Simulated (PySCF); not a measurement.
`CC(C)C1=CCCP1`: 4 charge schemes on one density

C₇H₁₃P.
Z-matrix (Å and degrees, GFN2-xTB geometry), rows numbered from 1:
```
C 
C   1  1.5259
C   2  1.5305  1  110.69
C   2  1.5006  1  113.07  3   122.76
C   4  1.3285  2  128.64  1    -2.15
C   5  1.4981  4  117.04  2  -178.88
C   6  1.5306  5  107.02  4   -18.74
P   4  1.8435  2  118.77  1   177.65
H   1  1.0875  2  110.76  3   178.47
H   1  1.0878  2  110.51  3   -60.81
H   1  1.0879  2  109.94  3    58.71
H   2  1.0985  1  108.59  3  -118.25
H   3  1.0876  2  110.55  1   -56.97
H   3  1.0898  2  110.15  1  -177.04
H   3  1.0885  2  110.17  1    63.15
H   5  1.0789  4  124.35  2    -0.55
H   6  1.0921  5  111.52  4  -140.80
H   6  1.0958  5  108.97  4   100.75
H   7  1.0946  6  110.14  5   -89.65
H   7  1.0906  6  113.30  5   149.61
H   8  1.4095  4   94.23  2    97.84
```

Density: PBE0/pcSseg-1 (PySCF); schemes: Mulliken, IAO, Hirshfeld and ESP-fitted. One conformer (not necessarily the lowest) at the GFN2-xTB geometry, without solvent, vibrations or thermal averaging.

Q: Tabulate the Mulliken, IAO, Hirshfeld and ESP-fitted charges.

A: In e:

```json
{"atom": "C1", "environment": "methyl carbon", "Mulliken": "-0.215", "IAO": "-0.418", "Hirshfeld": "-0.118", "ESP-fitted": "-0.508"}
{"atom": "C2", "environment": "allylic carbon", "Mulliken": "-0.266", "IAO": "-0.095", "Hirshfeld": "-0.024", "ESP-fitted": "+0.141"}
{"atom": "C3", "environment": "methyl carbon", "Mulliken": "-0.234", "IAO": "-0.413", "Hirshfeld": "-0.119", "ESP-fitted": "-0.577"}
{"atom": "C4", "environment": "fully substituted alkene carbon", "Mulliken": "-0.459", "IAO": "-0.183", "Hirshfeld": "-0.046", "ESP-fitted": "+0.032"}
{"atom": "C5", "environment": "alkene CH carbon", "Mulliken": "-0.079", "IAO": "-0.166", "Hirshfeld": "-0.053", "ESP-fitted": "-0.038"}
{"atom": "C6", "environment": "allylic carbon", "Mulliken": "-0.147", "IAO": "-0.264", "Hirshfeld": "-0.072", "ESP-fitted": "-0.356"}
{"atom": "C7", "environment": "sp3 carbon bound to phosphorus", "Mulliken": "-0.462", "IAO": "-0.428", "Hirshfeld": "-0.112", "ESP-fitted": "+0.099"}
{"atom": "P8", "environment": "phosphine phosphorus", "Mulliken": "+0.341", "IAO": "+0.314", "Hirshfeld": "+0.100", "ESP-fitted": "-0.340"}
{"atom": "H9", "environment": "methyl hydrogen", "Mulliken": "+0.121", "IAO": "+0.140", "Hirshfeld": "+0.038", "ESP-fitted": "+0.106"}
{"atom": "H10", "environment": "methyl hydrogen", "Mulliken": "+0.110", "IAO": "+0.135", "Hirshfeld": "+0.037", "ESP-fitted": "+0.138"}
{"atom": "H11", "environment": "methyl hydrogen", "Mulliken": "+0.117", "IAO": "+0.140", "Hirshfeld": "+0.041", "ESP-fitted": "+0.155"}
{"atom": "H12", "environment": "methine hydrogen", "Mulliken": "+0.132", "IAO": "+0.139", "Hirshfeld": "+0.036", "ESP-fitted": "+0.099"}
{"atom": "H13", "environment": "methyl hydrogen", "Mulliken": "+0.114", "IAO": "+0.139", "Hirshfeld": "+0.042", "ESP-fitted": "+0.171"}
{"atom": "H14", "environment": "methyl hydrogen", "Mulliken": "+0.126", "IAO": "+0.137", "Hirshfeld": "+0.033", "ESP-fitted": "+0.160"}
{"atom": "H15", "environment": "methyl hydrogen", "Mulliken": "+0.110", "IAO": "+0.138", "Hirshfeld": "+0.036", "ESP-fitted": "+0.154"}
{"atom": "H16", "environment": "vinylic hydrogen", "Mulliken": "+0.081", "IAO": "+0.143", "Hirshfeld": "+0.045", "ESP-fitted": "+0.108"}
{"atom": "H17", "environment": "methylene hydrogen", "Mulliken": "+0.128", "IAO": "+0.143", "Hirshfeld": "+0.042", "ESP-fitted": "+0.112"}
{"atom": "H18", "environment": "methylene hydrogen", "Mulliken": "+0.135", "IAO": "+0.142", "Hirshfeld": "+0.040", "ESP-fitted": "+0.112"}
{"atom": "H19", "environment": "methylene hydrogen", "Mulliken": "+0.154", "IAO": "+0.147", "Hirshfeld": "+0.036", "ESP-fitted": "+0.060"}
{"atom": "H20", "environment": "methylene hydrogen", "Mulliken": "+0.143", "IAO": "+0.148", "Hirshfeld": "+0.041", "ESP-fitted": "+0.047"}
{"atom": "H21", "environment": "P–H hydrogen", "Mulliken": "+0.051", "IAO": "-0.038", "Hirshfeld": "-0.025", "ESP-fitted": "+0.127"}
```

Mean size of the charges over all atoms: IAO 0.191 e, Mulliken 0.177 e, ESP-fitted 0.173 e, Hirshfeld 0.054 e. Each set sums to the total charge, 0, to within 0.001 e. The IAO scheme counts the electrons in orthogonalised intrinsic atomic orbitals, a minimal basis polarised so that it spans the occupied orbitals exactly.

Lowest charge. The schemes don't all agree: Mulliken C7 (-0.462); IAO C7 (-0.428); Hirshfeld C3 (-0.119); ESP-fitted C3 (-0.577).

Highest charge. The schemes don't all agree: Mulliken P8 (+0.341); IAO P8 (+0.314); Hirshfeld P8 (+0.100); ESP-fitted H13 (+0.171).

Q: How closely do the schemes follow one another over all atoms?

A: Correlation coefficient and root-mean-square difference: IAO with Hirshfeld 1.00, 0.157 e; Mulliken with IAO 0.89, 0.102 e; Mulliken with Hirshfeld 0.87, 0.159 e; IAO with ESP-fitted 0.56, 0.209 e; Hirshfeld with ESP-fitted 0.54, 0.199 e; Mulliken with ESP-fitted 0.26, 0.264 e.

Q: Sum the charges by element, for elements with more than one atom.

A: 
| element | atoms | Mulliken | IAO | Hirshfeld | ESP-fitted |
| --- | --- | --- | --- | --- | --- |
| C | 7 | -1.861 | -1.967 | -0.543 | -1.207 |
| H | 13 | +1.520 | +1.653 | +0.443 | +1.548 |

These values come from a run that also computed NMR shieldings. On one thread, Arm Neoverse N1 (aarch64), shared host with 64 logical CPUs at a one-minute load of 59, this took 80 s wall (with the writing of density and orbital grids) and 1.0 GiB of memory at its peak.
